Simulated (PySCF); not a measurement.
**Radial density of Ag(2+) (silver, charge +2)**

UHF, [Kr] 4d9, 2D determinant. Computed with PySCF 2.14 in x2c-QZVPPall with one added diffuse shell each of s, p, d, f, g type (14s9p8d5f3g, 143 functions), with scalar relativity by spin-free X2C-1e.

```json
{"r (bohr)": "0.0312", "4πr²ρ (e/bohr)": "55.57", "4πr²(ρα − ρβ)": "-0.0006"}
{"r (bohr)": "0.0524", "4πr²ρ (e/bohr)": "53.96", "4πr²(ρα − ρβ)": "0.0022"}
{"r (bohr)": "0.0882", "4πr²ρ (e/bohr)": "75.22", "4πr²(ρα − ρβ)": "0.0329"}
{"r (bohr)": "0.148", "4πr²ρ (e/bohr)": "57.87", "4πr²(ρα − ρβ)": "0.1541"}
{"r (bohr)": "0.250", "4πr²ρ (e/bohr)": "58.26", "4πr²(ρα − ρβ)": "0.2188"}
{"r (bohr)": "0.420", "4πr²ρ (e/bohr)": "39.32", "4πr²(ρα − ρβ)": "-0.0047"}
{"r (bohr)": "0.706", "4πr²ρ (e/bohr)": "16.96", "4πr²(ρα − ρβ)": "0.5173"}
{"r (bohr)": "1.19", "4πr²ρ (e/bohr)": "13.98", "4πr²(ρα − ρβ)": "0.8700"}
{"r (bohr)": "2.00", "4πr²ρ (e/bohr)": "2.459", "4πr²(ρα − ρβ)": "0.2121"}
{"r (bohr)": "3.36", "4πr²ρ (e/bohr)": "0.09939", "4πr²(ρα − ρβ)": "0.0062"}
{"r (bohr)": "5.65", "4πr²ρ (e/bohr)": "0.0003366", "4πr²(ρα − ρβ)": "0.0000"}
```

Densities and radii are taken from the X2C orbitals without a picture-change correction, which distorts them close to the nucleus.

(1) Where is the radial spin density 4πr²(ρα − ρβ) most negative, and why is it negative at all?

## Answers

(1) Around r = 0.420 bohr, down to -0.0047 e/bohr: exchange with the open shell polarises the paired shells in an unrestricted calculation.
